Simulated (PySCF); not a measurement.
PySCF input:

```python
from pyscf import gto, scf, dft

mol = gto.M(
    atom='''
    F    -1.44582293    1.03375648   -0.91363369
    C    -1.00411506   -0.01607050   -0.20790276
    F    -1.43375910   -1.13642610   -0.80414766
    F    -1.59246985    0.04201910    1.00835145
    C     0.49553657   -0.00279148   -0.10993266
    Cl    1.28166522   -1.44451023    0.31773251
    Cl    1.26538995    1.48327650    0.17002524
    ''',
    basis='def2-tzvpd',
    charge=0,
    spin=1,
    verbose=4,
)

mf = scf.UHF(mol).density_fit(auxbasis='def2-universal-jkfit')
mf.conv_tol = 1e-9
mf.max_cycle = 100
mf.max_memory = 1500
mf.kernel()
if not mf.converged:
    mf = mf.newton()
    mf.kernel(mf.make_rdm1())
for _ in range(2):
    mo, _, stable, _ = mf.stability(return_status=True)
    if stable:
        break
    mf.kernel(mf.make_rdm1(mo, mf.mo_occ))
mf.analyze()
```

Task: What final total energy does it print?

Result: -1293.19399 Eh (HF/def2-TZVPD).

It need not be the lowest isomer of its formula.
